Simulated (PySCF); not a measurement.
NICS in one family of compounds.

NICS = −σ at a ghost point: NICS(0) at the centroid of the ring atoms, NICS(1) 1 Å to either side along the normal of their mean plane, zz for the tensor component along that normal. Level: GIAO PBE0/pcSseg-1 (PySCF, non-relativistic, gas phase) on the PBE0-D3(BJ)/def2-SVP geometries, one conformer each. Atom numbers follow the mapped SMILES.

Task: Order these rings by mean NICS(1)zz, lowest (most negative) first (ppm).
A. ring C5–C6–C7–C8–C9–N10 in `[SiH3:1][SiH2:2][SiH2:3][SiH2:4][c:5]1[cH:6][cH:7][cH:8][cH:9][n:10]1`
B. ring C5–C6–C7–C8 in `[SiH3:1][SiH2:2][SiH2:3][SiH2:4][CH:5]1[CH2:6][CH2:7][CH2:8]1`
C. ring N5–C6–C7–C8–C9 in `[SiH3:1][SiH2:2][SiH2:3][SiH2:4][n:5]1[cH:6][cH:7][cH:8][cH:9]1`

Result: C (-31.4), A (-27.1), B (5.3).

| SMILES | ring | NICS(0) | NICS(1) | NICS(1)zz | HOMA | rms pucker (Å) | ring atoms with four or more neighbours |
| --- | --- | --- | --- | --- | --- | --- | --- |
| [SiH3][SiH2][SiH2][SiH2]n1cccc1 | 5-membered ring with N; formal bonds all aromatic | -13.3 | -11.4 | -31.4 | 0.85 | 0.00 | 0 |
| [SiH3][SiH2][SiH2][SiH2]c1ccccn1 | 6-membered ring with N; formal bonds all aromatic | -6.9 | -11.1 | -27.1 | 0.99 | 0.00 | 0 |
| [SiH3][SiH2][SiH2][SiH2]C1CCC1 | 4-membered carbocycle; formal bonds all single | -0.2 | -0.7 | 5.3 | – | 0.12 | 4 |

NICS(0) gives the same order. The isotropic NICS(1) gives the same order. HOMA uses Krygowski's 1993 parameters; it is left out where a ring has a four-coordinate atom, a triple bond, no multiple bond or a kind of bond without parameters. NICS(1) and NICS(1)zz are means over the two faces.
